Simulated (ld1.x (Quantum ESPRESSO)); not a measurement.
Building the ultrasoft potential for osmium (BLYP, scalar-relativistic).

osmium, ultrasoft, made with ld1.x (Quantum ESPRESSO) 7.5 (BLYP, scalar-relativistic). Core [Kr] 4d10 4f14, reference 5s2 5p6 5d6 6s1.75 6p0.25. Waves: 5s (bound): rcut 1.30, rcutus 1.40 bohr; 6s (bound): rcut 1.30, rcutus 1.40 bohr; 5p (bound): rcut 2.00, rcutus 2.20 bohr; 6p (bound): rcut 2.00, rcutus 2.20 bohr; 5d (bound): rcut 1.55, rcutus 1.70 bohr; 5d channel at 0.4 Ry: rcut 1.55, rcutus 1.70 bohr; 5f channel at 0.05 Ry: rcut 1.70, rcutus 2.25 bohr; 5f channel at 1.05 Ry: rcut 1.70, rcutus 2.25 bohr. Local part: all-electron potential smoothed inside 2.20 bohr (lloc = -1). Core correction: none. Augmentation charge: PSQ, radius 0.95 bohr.

All-electron outer shells of the reference configuration (BLYP, scalar-relativistic, ld1.x):

```
shell  level (eV)  outermost node (bohr)  outermost maximum (bohr)
   4d     -273.07                   0.21                      0.44
   5s      -91.92                   0.51                      0.91
   4f      -52.25                      –                      0.40
   5p      -51.17                   0.55                      1.03
   5d       -6.56                   0.60                      1.36
   6s       -6.40                   1.20                      2.48
   6p       -1.48                   1.44                      3.56
```

Problem. Does the generator finish with these settings?

Solution. Yes, a potential is produced and its reference levels are reproduced.

Problem. Estimate the cutoffs (Ry, on a coarse ladder) from which the occupation-weighted sum of valence levels, in a spherical-Bessel basis at the reference potential, stays within 10 and 1 mRy of its value at 400 Ry.

Solution. 35 Ry and 60 Ry.

Problem. What does a ghost test show?

Solution. No extra level below or beside the all-electron valence levels (s, p, d, f tested).

Problem. Is the overlap operator S = 1 + Σ q|β⟩⟨β| positive definite (Bessel basis up to 400 Ry)?

Solution. Yes: its lowest eigenvalue is 0.09 (p channel).

Problem. Which valence shell sets the plane-wave cutoff?

Solution. 5d: its level needs 40 Ry to come within 1 mRy, against 30 Ry for 6s.

Problem. Tests: 5s2 5p6 5d6 6s2 6p0; 5s2 5p6 5d6 6s1 6p0; 5s2 5p6 5d6 6s0 6p0; 5s2 5p6 5d6 6s1 6p1; 5s2 5p6 5d7 6s0 6p0; 5s2 5p6 5d6.5 6s1.5 6p0; 5s2 5p6 5d6 6s0 6p2. Which has the largest error in its energy relative to the reference configuration, and how large is it?

Solution. 5s2 5p6 5d7 6s0 6p0, with +8.9 meV (all-electron minus pseudo) on +7.92 eV.
